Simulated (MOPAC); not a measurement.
Stepwise substitution at one centre (Ga OCH3-H). All species are isolated molecules in the gas phase. One relaxed conformer stands for each flexible species; it need not be the lowest. Strings in code marks are SMILES.

Quantity: vertical ionisation energy (energy after one electron is removed minus that of the parent at the parent's geometry), in eV.

Case: `C[O][GaH2]`. Geometry of `C[O][GaH2]` (neutral, multiplicity 1, Å):

```xyz
8

C     -1.2345    -0.0696     0.3184
O     -0.0750    -0.5821    -0.2833
Ga     1.5975     0.0141    -0.0494
H     -1.7393    -0.8541     0.9124
H     -1.0394     0.7875     0.9943
H     -1.9504     0.2708    -0.4529
H      2.6535    -0.7854    -0.8712
H      1.7671     1.2307     0.9272
```

**Question.** Give the vertical ionisation energy (energy after one electron is removed minus that of the parent at the parent's geometry) at the level minus the HOMO energy of AM1 // B3LYP-D3(BJ)/def2-SVP (MOPAC).

**Answer.** 10.86 eV.
